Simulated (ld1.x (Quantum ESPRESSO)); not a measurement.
Transferability test, TM semilocal potential for Si (Z = 14)

```json
{
 "Element": "silicon (Si)",
 "Generator": "ld1.x (Quantum ESPRESSO) 7.5",
 "Type": "norm-conserving Troullier–Martins (semilocal form)",
 "Functional": "LDA (PZ)",
 "Relativity": "non-relativistic",
 "Frozen core": "[Ne]",
 "Valence charge": "4",
 "Reference configuration": "3s2 3p0 (charge +2)",
 "Partial waves": "3p (bound, empty): rc 1.85 bohr; 3d channel at 0.05 Ry: rc 1.55 bohr; 3s (bound): rc 1.65 bohr",
 "Local potential": "the s channel",
 "Core correction": "none"
}
```

Energies are relative to the spin-unpolarised reference configuration 3s2 3p0; without spin polarisation the order of configurations can differ from experiment. Spin-polarised rows fill each open shell by Hund’s rule, majority spin first.

(1) Give the all-electron excitation energy and the error of the potential for: 3s2 3p2; 3s2 3p1; 3s1 3p0; 3s1 3p2; 3s2 3p1.5; 3s2 3p2.3; 3s0 3p4; 3s2 3p2 (spin-polarised); 3s2 3p1 (spin-polarised).

## Answers

(1)

```tsv
valence configuration	charge	ΔE all-electron (eV)	error AE − PS (meV)
3s2 3p2	0	-23.966	+43
3s2 3p1	+1	-16.126	+20
3s1 3p0	+3	34.074	+99
3s1 3p2	+1	-8.777	+9.3
3s2 3p1.5	+0.5	-20.996	+33
3s2 3p2.3	-0.3	-24.926	+47
3s0 3p4	0	-10.305	+19
3s2 3p2 (spin-polarised)	0	-24.578	+88
3s2 3p1 (spin-polarised)	+1	-16.331	+38
```
